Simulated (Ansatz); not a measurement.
Calculated with Ansatz (gas phase, PBE0-D4/def2-TZVP geometries, no zero-point term in ΔE). CCSD(T)/CBS is the MP2 limit (def2-TZVPP, def2-QZVPP) plus CCSD(T) − MP2 in def2-TZVPP, frozen cores. DFT in def2-TZVPP. B3LYP here is the variant with VWN-RPA as its local correlation; programs differ in this. Elements past krypton have def2 core potentials. For In outer-core shells are correlated without core-valence functions, which leaves a few kJ/mol of doubt a bond. Each species was taken in one conformer, which may not be the lowest.

`C[CH2][InH][CH](C)C` + `[OH][In]([Cl])[Cl]` → `CC(C)[O][In]([Cl])[Cl]` + `C[CH2][InH2]`  (substitution at a C–In bond)

| level | ΔE (kcal/mol) | difference from CCSD(T)/CBS |
| --- | --- | --- |
| PBE-D4 | 5.9 | -1.7 |
| r2SCAN-D4 | 4.6 | -3.0 |
| PBE0-D4 | 5.6 | -2.0 |
| B3LYP-D4 | 4.9 | -2.7 |
| ωB97X-V | 4.2 | -3.4 |
| ωB97M-V | 5.0 | -2.6 |
| B2PLYP | 6.3 | -1.3 |
| PBE | 6.3 | -1.3 |
| r2SCAN | 4.7 | -2.9 |
| PBE0 | 6.0 | -1.6 |
| B3LYP | 5.6 | -2.0 |
| HF/def2-TZVPP | 2.5 | -5.1 |
| MP2/def2-TZVPP | 8.9 | 1.3 |
| SCS-MP2/def2-TZVPP | 7.6 | 0.0 |
| CCSD/def2-TZVPP | 6.2 | -1.4 |
| CCSD(T)/def2-TZVPP | 6.3 | -1.3 |
| HF/def2-QZVPP | 2.5 | -5.1 |
| MP2/def2-QZVPP | 9.7 | 2.1 |
| SCS-MP2/def2-QZVPP | 8.3 | 0.7 |
| HF/CBS(def2) | 2.5 | -5.1 |
| MP2/CBS(def2) | 10.2 | 2.6 |
| CCSD/CBS(def2) | 7.4 | -0.2 |
| CCSD(T)/CBS | 7.6 | 0 |

Largest T1 diagnostic among the species: 0.014.

The D4 term adds −0.8 kcal/mol with B3LYP and −0.4 kcal/mol with PBE0; it sums over pairs of atoms, weighted by their polarisabilities, and B3LYP, whose exchange is more repulsive, gets the larger term. In def2-TZVPP, CCSD(T) changes the Hartree–Fock value by +3.8 kcal/mol (the triples alone add +0.1 kcal/mol) and MP2 by +6.4 kcal/mol.
